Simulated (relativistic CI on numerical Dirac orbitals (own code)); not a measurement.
# What each ingredient does to the levels of Os LXIII

Base calculation: Dirac-Coulomb-Breit CI, separate exchange-only KLI orbitals for each configuration, model QED (radiative potential, 1s self-energy scaled to tabulated hydrogen-like ionisation energies), unscaled Slater integrals.

Configuration list (outside the closed core [Ne]): 3s²3p², 3s²3p3d, 3s3p³, 3s²3d², 3p⁴, 3s3p²3d, 3p²3d², 3s3p3d², 3p³3d, 3s²3d4s, 3s²3d4p, 3s3p3d4s, 3p³4s, 3s²3p4s, 3s3p3d4p, 3p³4p, 3s²3p4p, 3p²3d4s, 3s²3p4d, 3p²3d4p, 3s²3p4f, 3s3p²4s, 3s3p²4p, 3s3p²4d, 3s3p²4f, 3s²4s², 3s²3p5s, 3s²3p5p, 3s²4s4p, 3s²3p5d, 3s²3p5f, 3s²3p5g, 3s²4p², 3s3p4s², 3s3p²5s, 3s3p4s4p. Levels of other configurations are missing.

Variants: (1) valence Slater integrals scaled by 0.9; (2) one mean potential for all configurations. Shifts of the energy above 3s²3p² ³P0, in eV, for the lowest level and the first level of each name with at least 55 % of one term (blank where a level changes its place among those of its configuration and J or its character, or is not in the variant):

```
       Level     Base   Δ(1)   Δ(2)
  3s²3p² ³P0     0.00   0.00   0.00
  3s²3p² ³P1   396.52  +1.35  +0.01
  3s²3p² ¹D2   406.21  +0.38  +0.01
3s²3p3d ³F°2   624.48  +2.21  -0.15
  3s²3p² ³P2   809.68  +1.38  +0.03
  3s²3p² ¹S0   831.57  -0.71  +0.02
  3s3p³ ³D°3   979.50  +2.70  +0.16
  3s3p³ ³P°0   991.33  +2.06  +0.13
3s²3p3d ³P°0  1066.97  -1.52  -0.10
3s²3p3d ³F°4  1126.50  +2.27  -0.15
3s²3p3d ³D°3  1160.83  -1.42  -0.14
3s²3p3d ¹P°1  1171.73  -2.33  -0.14
 3s3p²3d ⁵D0  1178.39  +5.03  +0.06
 3s3p²3d ³G5  1294.45  +2.61  +0.03
```

At this charge energies of transitions that change n are usually good to better than 1 %, and those within a shell (Δn = 0) to a few per cent.

Ionisation energy from the two ground configurations alone: base 7038.67 eV. The NIST ASD value (theoretical) is 7039 eV.

LS names give the leading component of a level, which can be under half, so a name can repeat, a term be missing and a line seem to break the LS rules.
